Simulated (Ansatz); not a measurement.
Z-matrix (Å, degrees):
```
C
Ge 1 1.978
C 1 1.485 2 110.9
H 1 1.089 2 107.6 3 119.2
H 1 1.090 2 107.6 3 -121.8
H 2 1.535 1 109.5 3 62.1
H 2 1.534 1 109.3 3 -58.8
H 2 1.536 1 107.8 3 -178.5
O 3 1.348 1 112.1 2 -88.0
O 3 1.202 1 125.7 2 90.3
H 9 0.967 3 106.3 1 177.9
```

Total charge 0; spin multiplicity 1.

(1) List the PBE/def2-TZVPP orbital energies in eV (Ansatz 0.2.0). (An estimate is asked.)

## Answers

(1) Computed: Occupied: -10804.61, -1337.98, -1191.39, -1191.39, -1191.38, -511.53, -509.83, -272.35, -269.49, -162.56, -114.01, -113.99, -113.98, -29.84, -29.83, -29.82, -29.76, -29.76, -27.87, -25.42, -18.91, -15.34, -13.69, -12.12, -11.69, -11.07, -10.36, -9.60, -8.42, -8.36, -8.09, -7.65, -6.41. Lowest empty: -1.11, -0.25, 0.38, 0.62, 0.80, 1.02, 1.90, 2.07.
